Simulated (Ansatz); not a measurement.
Molecular dynamics of CH₅AlN₂O

The input (input.yaml):

```yaml
crystal:
  periodic: [false, false, false]
  atoms:
    - { symbol: "N", position_ang: [0.317117, -0.848646, 1.426099] }
    - { symbol: C, position_ang: [0.260053, -0.960325, 0.114753] }
    - { symbol: O, position_ang: [0.555677, -2.182645, -0.178262] }
    - { symbol: "N", position_ang: [-0.042385, -0.024629, -0.841072] }
    - { symbol: Al, position_ang: [-0.474534, 1.723242, -0.653267] }
    - { symbol: H, position_ang: [0.130036, -0.005746, 1.960627] }
    - { symbol: H, position_ang: [0.619892, -2.110962, 1.119154] }
    - { symbol: H, position_ang: [0.003835, -0.446299, -1.767027] }
    - { symbol: H, position_ang: [-0.521025, 2.301417, 0.812252] }
    - { symbol: H, position_ang: [-0.765667, 2.503495, -1.990455] }
basis:
  gaussian: { orbitals: def2-SVP }
hamiltonian:
  xc: b3lyp
  dispersion: d4
md:
  timestep: 0.5
  n_steps: 200
  ensemble: nve
  temperature: 100.0
  initial_velocities: maxwell_boltzmann
  seed: 10535
```

Launched with:

```bash
$ ansatz run input.yaml --threads 2 --pin off --max-ram 3072MiB --backend cpu --events-out ev --progress --plain --runs-dir out
```

It starts at the highest image of a converged band, a first-order saddle point between two minima.

Output, in part (step lines, the closing report, with atoms numbered from 0):

```
md step     0: t =     0.00 fs  T =   100.0 K  F+E_penalty+E_count = -12736.01088192 eV  E_kin = 0.103408 eV  conserved = -12735.90747392 eV  (25 SCF iters)
md step     1: t =     0.50 fs  T =    98.6 K  F+E_penalty+E_count = -12736.00942259 eV  E_kin = 0.101966 eV  conserved = -12735.90745664 eV  (25 SCF iters)
md step     2: t =     1.00 fs  T =    94.7 K  F+E_penalty+E_count = -12736.00534655 eV  E_kin = 0.097933 eV  conserved = -12735.90741325 eV  (24 SCF iters)
md step     3: t =     1.50 fs  T =    88.9 K  F+E_penalty+E_count = -12735.99932958 eV  E_kin = 0.091974 eV  conserved = -12735.90735530 eV  (25 SCF iters)
md step     4: t =     2.00 fs  T =    82.2 K  F+E_penalty+E_count = -12735.99227864 eV  E_kin = 0.084982 eV  conserved = -12735.90729710 eV  (26 SCF iters)
md step     5: t =     2.50 fs  T =    75.3 K  F+E_penalty+E_count = -12735.98510948 eV  E_kin = 0.077859 eV  conserved = -12735.90725039 eV  (26 SCF iters)
md step     6: t =     3.00 fs  T =    69.0 K  F+E_penalty+E_count = -12735.97856354 eV  E_kin = 0.071343 eV  conserved = -12735.90722037 eV  (26 SCF iters)
md step     7: t =     3.50 fs  T =    63.7 K  F+E_penalty+E_count = -12735.97312420 eV  E_kin = 0.065919 eV  conserved = -12735.90720522 eV  (26 SCF iters)
[... lines left out ...]
Total energy: -12736.43112030 eV, -468.0552106080 hartree
Atom 0 at     0.304091    -0.798537     1.475756 Å, force     0.641303    -0.559958     5.344137 eV/Å
Atom 1 at     0.307243    -0.964423     0.281110 Å, force    -0.930778    -1.025487    -3.893540 eV/Å
Atom 2 at     0.555779    -2.245506    -0.340796 Å, force     0.782859     0.424545     3.411723 eV/Å
Atom 3 at    -0.081720    -0.009186    -0.655666 Å, force     0.679802    -1.725246    -0.914473 eV/Å
Atom 4 at    -0.478230     1.754537    -0.718617 Å, force     0.294897    -0.232042    -0.328422 eV/Å
Atom 5 at     0.011803     0.122093     1.787062 Å, force     0.103189     0.094019    -0.018271 eV/Å
Atom 6 at     0.851181    -2.876933     0.456649 Å, force    -0.993062     2.087926    -2.423469 eV/Å
Atom 7 at     0.003893    -0.637264    -1.451408 Å, force    -0.408159     1.066138    -1.403240 eV/Å
Atom 8 at    -0.641292     2.580501     0.613732 Å, force    -0.031177    -0.082736     0.052523 eV/Å
Atom 9 at    -0.495906     2.351476    -2.191152 Å, force    -0.138876    -0.047159     0.173033 eV/Å
Dipole moment:    -0.080014     0.163780    -0.148540 e Å
```

The steps, from the saved trajectory:

| time (fs) | T (K) | potential energy less start (eV) | conserved less start (meV/atom) |
| --- | --- | --- | --- |
| 0.0 | 100 | 0.000 | 0.00 |
| 3.0 | 69 | 0.032 | 0.03 |
| 6.0 | 59 | 0.043 | 0.03 |
| 9.0 | 122 | -0.022 | 0.06 |
| 12.0 | 456 | -0.368 | -0.01 |
| 15.0 | 890 | -0.817 | -0.09 |
| 18.0 | 804 | -0.728 | -0.02 |
| 21.0 | 748 | -0.673 | -0.21 |
| 24.0 | 616 | -0.532 | 0.17 |
| 27.0 | 742 | -0.664 | -0.01 |
| 30.0 | 787 | -0.713 | -0.27 |
| 33.0 | 505 | -0.418 | 0.04 |
| 36.0 | 359 | -0.267 | 0.07 |
| 39.0 | 540 | -0.457 | -0.24 |
| 42.0 | 564 | -0.479 | 0.03 |
| 45.0 | 634 | -0.552 | 0.03 |
| 48.0 | 846 | -0.775 | -0.38 |
| 51.0 | 664 | -0.584 | -0.06 |
| 54.0 | 600 | -0.516 | 0.09 |
| 57.0 | 847 | -0.776 | -0.35 |
| 60.0 | 697 | -0.618 | -0.08 |
| 63.0 | 507 | -0.421 | 0.08 |
| 66.0 | 671 | -0.593 | -0.21 |
| 69.0 | 663 | -0.582 | 0.04 |
| 72.0 | 625 | -0.543 | 0.00 |
| 75.0 | 693 | -0.616 | -0.25 |
| 78.0 | 645 | -0.563 | 0.06 |
| 81.0 | 759 | -0.682 | -0.03 |
| 84.0 | 740 | -0.665 | -0.33 |
| 87.0 | 356 | -0.265 | 0.04 |
| 90.0 | 338 | -0.246 | 0.09 |
| 93.0 | 697 | -0.620 | -0.31 |
| 96.0 | 702 | -0.623 | -0.09 |
| 99.0 | 538 | -0.452 | 0.10 |

The run went to its last step. The conserved energy stayed within 0.48 meV per atom of its start (net change 0.17 meV per atom), so the integration is sound. The kinetic energy rose, since the run started high on the potential surface and went downhill. A run of 0.1 ps of so small a system gives no equilibrium averages. The orbitals stay closed-shell, which can raise the energy where a bond breaks towards radicals; this wasn't checked here.

Between its relaxed ends the band would form N1–H7 and break O3–H7. These pairs go: N1–H7 1.33 → 2.38 Å, O3–H7 1.30 → 1.06 Å. In the last frame they stand as before the step (other bonds may differ from the relaxed reactants and products). It ends as one piece, CH5AlN2O. Pairs count as bonded within 1.25 times the sum of covalent radii (0.12 Å more for H–H).

Last frame:

```xyz
10
Properties=species:S:1:pos:R:3
N 0.304 -0.798 1.476
C 0.307 -0.964 0.281
O 0.556 -2.245 -0.341
N -0.082 -0.009 -0.656
Al -0.478 1.754 -0.719
H 0.012 0.122 1.787
H 0.851 -2.877 0.457
H 0.004 -0.637 -1.451
H -0.641 2.580 0.614
H -0.496 2.352 -2.191
```

Time of the run: 4 min on 2 threads of Intel(R) Xeon(R) 6975P-C (Granite Rapids), with other jobs on the host, peak memory 0.23 GiB.
